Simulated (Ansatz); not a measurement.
`[F][Ti]([Cl])([Cl])[Br]` + HCl → `[Cl][Ti]([Cl])([Cl])[Br]` + H–F  (ligand exchange at a Ti–F bond)

Gas-phase electronic energies from Ansatz, PBE0-D4/def2-TZVP geometries. CCSD(T)/CBS is the MP2 limit (def2-TZVPP, def2-QZVPP) plus CCSD(T) − MP2 in def2-TZVPP, frozen cores. This one scheme is used for every species. Functionals use def2-TZVPP. For Br, Ti outer-core shells are correlated without core-valence functions, which leaves a few kJ/mol of doubt a bond. Scalar relativity is left out up to krypton.

CCSD(T)/CBS gives +5.6 kJ/mol.

(1) Another level gave +17.7 kJ/mol. Which?
A. CAM-B3LYP/def2-TZVPP
B. SCS-MP2/def2-TZVPP
C. r2SCAN0-D4/def2-TZVPP
D. r2SCAN-D4/def2-TZVPP

Largest T1 diagnostic among the species: 0.023, so the coupled-cluster value is less sure than usual.

Results:

(1) C. r2SCAN0-D4 17.7, SCS-MP2/def2-TZVPP 6.8, CAM-B3LYP 33.5, r2SCAN-D4 22.4 kJ/mol.

At CCSD(T), def2-SVP lies +23.7 kJ/mol from the extrapolated value and def2-TZVPP +8.5 kJ/mol. From PBE to PBE0 (25 % exact exchange), in def2-TZVPP and without D4, ΔE moves by −4.4 kJ/mol. Leaving LDA and LC-ωPBE aside and taking each functional with its dispersion term where it has one, the values, not all of them listed here, spread over 22.9 kJ/mol, from PBE-QIDH to ωB97X-V. LDA lies −4.4 kJ/mol from PBE without D4.

CCSD(T)/CBS has its own doubt, a few kJ/mol and more with outer-core shells, so smaller differences from it don't rank the levels.
